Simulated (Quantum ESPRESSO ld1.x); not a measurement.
All-electron atom: Te6+ in [Kr] 4d10 (the NIST ground configuration). Calculated with ld1.x of Quantum ESPRESSO 7.5: non-relativistic Kohn-Sham, LDA (Slater exchange, VWN5 correlation), spin-polarised, spherical densities, point nucleus; relativity is left out, which matters for an element this heavy.

Normalised radial functions P(r) = r R(r), r in bohr:

```
   r/bohr * 4s (the largest magnitude, 1.32, reaches the edge; | marks zero)
 0.004378                             |  *
 0.005015                             |   *
 0.005792                             |   *
 0.006636                             |    *
 0.007603                             |    *
  0.00871                             |    *
  0.01006                             |     *
  0.01152                             |     *
   0.0132                             |     *
  0.01513                             |     *
  0.01733                             |     *
  0.02002                             |     *
  0.02293                             |    *
  0.02627                             |   *
   0.0301                             |  *
  0.03448                             |*
  0.03983                            *|
  0.04563                          *  |
  0.05227                        *    |
  0.05989                      *      |
  0.06861                    *        |
  0.07924                   *         |
  0.09079                   *         |
    0.104                    *        |
   0.1192                       *     |
   0.1365                           * |
   0.1577                             |  *
   0.1806                             |       *
    0.207                             |           *
   0.2371                             |              *
   0.2716                             |              *
   0.3137                             |           *
   0.3594                             |     *
   0.4118                           * |
   0.4718                  *          |
   0.5405          *                  |
   0.6242    *                        |
   0.7152  *                          |
   0.8194   *                         |
   0.9387       *                     |
    1.084            *                |
    1.242                 *           |
    1.423                      *      |
     1.63                         *   |
    1.868                           * |
    2.157                            *|
    2.471                             *
    2.831                             *
    3.244                             *
    3.716                             *
    4.292                             *
    4.917                             *
    5.634                             *
```

4s: eigenvalue -223.70 eV, 3 radial nodes at r = 0.0376, 0.146, 0.398 bohr, <r> = 0.792 bohr, 90 % of the charge inside 1.14 bohr.
